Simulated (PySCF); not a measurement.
CdI2, SMILES [I][Cd][I], B3LYP/def2-SVP optimised geometry.

```
3

Cd     0.00    -0.01     0.00
I      2.62    -0.01     0.00
I     -2.62     0.01    -0.01
```

Density from B3LYP/def2-TZVP, def2 effective core potentials past Kr (PySCF) at that geometry. The core electrons that the potentials of Cd, I replace are not part of the density.

Minimum of the electron density along straight lines between bonded atoms, close to the bond critical point (lines longer than 1.1 times the sum of covalent radii, or with two minima, are not listed):

```csv
bond,length / Å,ρ at the minimum / e bohr⁻³,∇²ρ there / e bohr⁻⁵,position (fraction from the first atom)
Cd1–I2,2.619,0.066,0.10,0.47
Cd1–I3,2.618,0.066,0.10,0.47
```
